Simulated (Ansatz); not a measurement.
One change: `[NH2][GaH][OH]` becomes `[NH2][GaH][Br]`.

Ansatz, PBE0-D4/def2-TZVP geometries, multiplicity 1. Each molecule was computed in one conformer, which needn't be the lowest.

Scalar relativity is left out up to krypton. Spin–orbit coupling is left out; it splits and shifts lone-pair levels of the heavy atoms by tenths of an eV.

| property | `[NH2][GaH][OH]` |
| --- | --- |
| size of the dipole moment (ωB97M-V/def2-TZVPP) / D | 2.31 |
| size of the dipole moment (PBE/def2-TZVPP) / D | 2.32 |
| zero-point energy (PBE0-D4/def2-TZVP) / kJ/mol | 119.6 |
| LUMO energy (B3LYP/def2-TZVPP) / eV | -0.37 |
| HOMO–LUMO gap (ωB97M-V/def2-TZVPP) / eV | 11.38 |
| size of the dipole moment (B3LYP/def2-TZVPP) / D | 2.34 |

Task: What does the change do to each property? (Best estimate.)

Result: Computed: 
```
                                          property  `[NH2][GaH][Br]`  shift
size of the dipole moment (ωB97M-V/def2-TZVPP) / D              2.55   0.24
    size of the dipole moment (PBE/def2-TZVPP) / D              2.53   0.21
    zero-point energy (PBE0-D4/def2-TZVP) / kJ/mol              87.1  -32.5
               LUMO energy (B3LYP/def2-TZVPP) / eV             -1.06  -0.69
           HOMO–LUMO gap (ωB97M-V/def2-TZVPP) / eV             10.92  -0.46
  size of the dipole moment (B3LYP/def2-TZVPP) / D              2.54   0.20
```

With PBE0 the HOMO falls by 0.29 eV and the LUMO falls by 0.71 eV, so the gap narrows by about 0.42 eV. PBE moves the HOMO by -0.38 eV and ωB97M-V by -0.22 eV. The zero-point energy changes by -32.5 kJ/mol with -3 modes. Dipoles are sizes alone; their direction can turn.

B3LYP here is the variant with VWN-RPA as its local correlation; programs differ in this.
